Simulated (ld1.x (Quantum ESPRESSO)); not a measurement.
**Scattering properties, ultrasoft potential for In**

| Property | Result |
| --- | --- |
| Element | indium |
| Generator | ld1.x (Quantum ESPRESSO) 7.5 |
| Type | ultrasoft |
| Functional | PBE |
| Relativity | scalar-relativistic |
| Frozen core | [Kr] 4d10 |
| Valence charge | 3 |
| Reference configuration | 5s2 5p1 |
| Partial waves | 5s (bound): rcut 1.95, rcutus 2.30 bohr; 5s channel at 0.35 Ry: rcut 1.95, rcutus 2.30 bohr; 5p (bound): rcut 2.05, rcutus 3.62 bohr; 5p channel at 1.8 Ry: rcut 2.05, rcutus 3.62 bohr; 5d channel at 0.25 Ry: rcut 2.05, rcutus 2.25 bohr |
| Local potential | all-electron potential smoothed inside 1.85 bohr (lloc = -2) |
| Core correction | a·sin(br)/r model core inside 2.25 bohr |
| Augmentation charge | PSQ, radius 1.85 bohr |

The phase is arctan(r·u′/u) with u = r·R(r), unwrapped; energies in Ry, scanned from -3 to 5 Ry. A pole is an energy at which the radial function vanishes at the test radius. The pseudo phase is shifted by a multiple of π to meet the all-electron one at the reference energy, and phase errors are pseudo minus all-electron; the curves can meet again beyond the range given. Levels narrower than the energy grid can be missing from the lists of poles.

| channel | radius (bohr) | reference energy (Ry) | poles, all-electron | poles, pseudo | unbroken range about the reference energy with phases within 0.05 rad | phase error 1 Ry above the reference energy (rad) |
| --- | --- | --- | --- | --- | --- | --- |
| s | 3.96 | -0.60 | -0.40, 2.64 | -0.40, 2.63 | below 4.0 | -0.000 |
| p | 3.96 | -0.19 | 0.28, 3.44 | 0.53, 2.72 | -0.3 to 0.0 | -0.291 |

The ghost test of this file was not conclusive. Its overlap operator is not positive definite in a basis up to 400 Ry (lowest eigenvalue p -1.98, d -0.03), so the file is unfit for use: the generalised eigenproblem breaks down once the basis is large enough, and its test numbers describe a broken file.

Phases in the p channel:

```
E (Ry)  all-electron  pseudo
 -3.00         1.418   1.426
 -2.52         1.402   1.413
 -2.04         1.380   1.395
 -1.56         1.345   1.366
 -1.08         1.278   1.311
 -0.60         1.065   1.128
 -0.12        -1.032  -1.019
  0.36        -1.605  -1.248
  0.84        -1.778  -2.053
  1.32        -2.115  -2.292
  1.80        -3.898  -3.898
  2.28        -4.491  -4.543
  2.76        -4.625  -4.724
  3.24        -4.692  -4.920
  3.72        -4.740  -6.748
  4.20        -4.788  -7.660
  4.68        -4.853  -7.774
```
